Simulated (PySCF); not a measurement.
Input and output

Pb(NH2)2 (singlet). PySCF 2.14.0, RKS CAM-B3LYP, Pb def2-SVP with ECP60, N def2-SVP, H def2-SVP; non-relativistic Hamiltonian with scalar-relativistic core potentials where named; density fitting; no spin-orbit coupling. Purpose: singlet excitations, Tamm-Dancoff CAM-B3LYP.

```python
mol = gto.M(atom='''
Pb     1.30070     0.50864    -0.07154
N     -0.00273    -0.03934     1.58074
H      0.14131     0.36354     2.51259
H     -0.99825    -0.25340     1.45260
N     -0.14609    -0.08758    -1.58193
H      0.15965    -0.30720    -2.53601
H     -0.98217    -0.63853    -1.35646''',
    basis={'Pb': 'def2-SVP', 'N': 'def2-SVP', 'H': 'def2-SVP'},
    ecp={'Pb': 'def2-SVP'},
    charge=0, spin=0)
mf = dft.RKS(mol, xc='CAMB3LYP')
mf.grids.atom_grid = (50, 194)
mf = mf.density_fit()  # fitting sets: Pb def2-universal-JKFIT, N def2-universal-JKFIT, H def2-universal-JKFIT
mf.conv_tol = 1e-08; mf.max_cycle = 55
mf.kernel(dm0)  # dm0: converged density of the relaxed state
td = mf.TDA(); td.nstates = 8; td.kernel()
```

Run from Python with OMP_NUM_THREADS=2; the lines above give its settings. Where DIIS fails, smearing, a level shift and second-order steps follow.
It took 18 s on 2 threads of Arm Neoverse V1, with other jobs on the host, from an already converged density.

Task: Where do the frontier levels lie, over both spins?

Result: HOMO -7.28 eV, LUMO -0.33 eV. 

Task: What does the SCF print?

Result: 
```
init E= -304.604725748309
cycle= 1 E= -304.608472795825  delta_E= -0.00375  |g|= 0.0559  |ddm|= 0.222
cycle= 2 E= -304.60789834185  delta_E= 0.000574  |g|= 0.0773  |ddm|= 0.114
cycle= 3 E= -304.609337862955  delta_E= -0.00144  |g|= 0.00524  |ddm|= 0.0613
cycle= 4 E= -304.609354878759  delta_E= -1.7e-05  |g|= 0.00184  |ddm|= 0.0138
cycle= 5 E= -304.609356559512  delta_E= -1.68e-06  |g|= 0.000427  |ddm|= 0.00409
cycle= 6 E= -304.609356773316  delta_E= -2.14e-07  |g|= 7.55e-05  |ddm|= 0.00183
cycle= 7 E= -304.609356776303  delta_E= -2.99e-09  |g|= 5.53e-05  |ddm|= 0.000186
Extra cycle  E= -304.609356775315  delta_E= 9.89e-10  |g|= 8.8e-05  |ddm|= 0.00011
converged SCF energy = -304.609356775315
```

Task: What are the Mulliken charges and spins?

Result: 
```
atom  charge (e)  spin (e)
 Pb1       0.562     0.000
  N2      -0.493     0.000
  H3       0.106     0.000
  H4       0.107     0.000
  N5      -0.493     0.000
  H6       0.106     0.000
  H7       0.107     0.000
```

Task: Which singlet excitations follow (Tamm-Dancoff, 8 states)?

Result: 
```csv
state,eV,oscillator strength
1,4.33,0.0638
2,5.04,0.0352
3,5.07,0.0434
4,5.30,0.0692
5,5.79,0.0265
6,6.15,0.0015
7,6.38,0.0007
8,6.66,0.0462
```

The geometry was relaxed with PBE (Pb def2-SVP with ECP60, N def2-SVP, H def2-SVP).
